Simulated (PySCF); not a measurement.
PySCF 2.14 output of an unrestricted MN15 calculation on a single atom or ion in aug-cc-pVQZ-PP with ECP60MDF (7s7p5d3f2g, 92 functions), with scalar relativity through the core potential:

```
SCF conv_tol = 1e-09
number electrons alpha = 12  beta = 10
    H. S. Yu, X. He, S. L. Li, and D. G. Truhlar.,  Chem. Sci. 7, 5032-5051 (2016)
    H. S. Yu, X. He, S. L. Li, and D. G. Truhlar.,  Chem. Sci. 7, 5032-5051 (2016)
cycle= 1 E= -172.199891355787  delta_E= -0.0173  |g|= 0.0939  |ddm|= 1.01
cycle= 2 E= -172.200675044104  delta_E= -0.000784  |g|= 0.0793  |ddm|= 0.466
cycle= 3 E= -172.202719902121  delta_E= -0.00204  |g|= 0.00606  |ddm|= 0.204
cycle= 4 E= -172.202758126825  delta_E= -3.82e-05  |g|= 0.0014  |ddm|= 0.0393
cycle= 5 E= -172.202762152061  delta_E= -4.03e-06  |g|= 0.000225  |ddm|= 0.0181
cycle= 6 E= -172.202762287717  delta_E= -1.36e-07  |g|= 5.59e-05  |ddm|= 0.00388
cycle= 7 E= -172.202762294357  delta_E= -6.64e-09  |g|= 1.08e-05  |ddm|= 0.000936
cycle= 8 E= -172.202762294701  delta_E= -3.44e-10  |g|= 2.1e-06  |ddm|= 0.000153
converged SCF energy = -172.202762294701  <S^2> = 2.002517  2S+1 = 3.0016776
```

The run itself started from symmetry-adapted Hartree-Fock orbitals and held the occupation by maximum overlap, on a logarithmic radial grid, so the iterations belong to that start.

Question: Which element, charge and spin multiplicity is this?

Answer: Tl⁻ (thallium, charge -1), multiplicity 3; the state was [Xe] 4f14 5d10 6s2 6p2, high-spin 3P determinant.

Energies and moments cover only the electrons outside the core potential. Spin-orbit coupling is strong in this species (close to jj coupling), so the high-spin LS determinant is a model state, not a physical level. At MN15 the highest occupied level has a positive energy, so only the finite basis holds that electron; in a semilocal or global hybrid functional this comes from self-interaction and does not mean that the real anion is unbound.
